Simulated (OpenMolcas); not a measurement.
Cl⁺: effect of the IPEA shift

| Property | Result |
| --- | --- |
| Program | OpenMolcas |
| Basis | ANO-RCC-VTZP [5s4p2d1f] |
| Scalar Hamiltonian | DKH2, point nucleus |
| Active space | 4 electrons in 3 orbitals (3p) |
| State averaging | 2S+1 = 3 even, 3 roots; 2S+1 = 1 even, 6 roots |
| Spin-orbit coupling | state interaction with AMFI integrals over the reference wave functions, term energies averaged over their components |

Methods on the same reference wave functions:
A. CASSCF
B. SS-CASPT2, IPEA 0 Eh, imaginary shift 0.1 Eh (closed shells correlated: 2s 2p 3s)
C. SS-CASPT2, IPEA 0.25 Eh, imaginary shift 0.1 Eh (closed shells correlated: 2s 2p 3s)

Energies in cm-1 above 3s2 3p4 3P2, the measured ground level; measured values from NIST Handbook of Basic Atomic Spectroscopic Data.

```tsv
Level	A	B	C	Measured
3s2 3p4 3P2	0.0	0.0	0.0	0.0
3s2 3p4 3P1	648	650	650	696
3s2 3p4 3P0	941	939	939	996
3s2 3p4 1D2	14425	12570	12140	11654
3s2 3p4 1S0	35442	29820	29650	27878
```

Deviations, from unrounded energies. A percentage is the sum of absolute deviations over the sum of measured energies, with the sign that they share, or ± where signs differ.

```csv
Against measurement,Levels,A,B,C
mean absolute deviation (cm-1),4,2600,740,590
fine structure of the ground term (%),2,-6.1,-6.2,-6.1
other terms of the ground configuration (%),2,+26.1,+7.2,+5.7
```

C lies closest to measurement on these levels and A furthest from it. The largest miss of C in the table is 3s2 3p4 1S0, by +1800 cm-1. The ranking rests on the paired levels alone, and a cruder setting can come out closer through cancelling errors.

Between B and C the level of the table that moves most is 3s2 3p4 1D2, by 430 cm-1 (lowest in C, highest in B). Moves below CASPT2's spread within the term are not significant.

From A to B the spin-free energies of the other terms of 3s2 3p4 shown, above 3P, scale by factors of 0.84 to 0.87.

The lowest spin-free term lies below A's lowest term by 0.163 hartree in B, 0.154 hartree in C.

CASPT2 breaks the degeneracy within a term, and the mean is taken; among the terms shown or strongly mixed into the levels shown the widest spread is 140 cm-1 (3s2 3p4 1D, C). With the s shell closed, the reference lacks s² → p² mixing. Without dynamic correlation excited terms often stand tens of per cent too high (terms of higher spin than the ground term too low), and those without a measured partner can miss by more than the paired ones (holds for A). Measured partners are found by configuration, term and J. A level has none where our copy of the source lacks it or the pairing is in doubt (some pairs that miss far off the trend of their configuration count as doubtful), and it then counts in no deviation. Levels of configurations outside the active space are missing.
